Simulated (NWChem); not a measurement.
System: HgBr, doublet; SMILES [Br][Hg]

```xyz
2

Hg     0.0000     0.0000    -0.7058
Br     0.0000     0.0000     1.8936
```
Atoms are numbered in this order, from 1.

Coordinates come from a PBE0/def2-SVP, spin-unrestricted optimisation. The spin multiplicity was typed, not searched, and may not be the lowest. No stability test was run on the SCF state. B3LYP is NWChem's, with the RPA form of VWN correlation. def2 effective core potentials on Hg; no spin-orbit coupling.

Problem. List the 6 lowest vertical excitations from B3LYP/def2-SVP with def2 effective core potentials on Hg, spin-unrestricted, TDA (NWChem).

Solution. 
| state | energy (eV) | oscillator strength | <S²> |
|---|---|---|---|
| state 1 | 1.33 | 0.001 | 0.76 |
| state 2 | 1.33 | 0.001 | 0.76 |
| state 3 | 3.77 | 0.126 | 0.76 |
| state 4 | 5.01 | 0.063 | 0.80 |
| state 5 | 5.01 | 0.063 | 0.80 |
| state 6 | 5.82 | 0.000 | 2.75 |
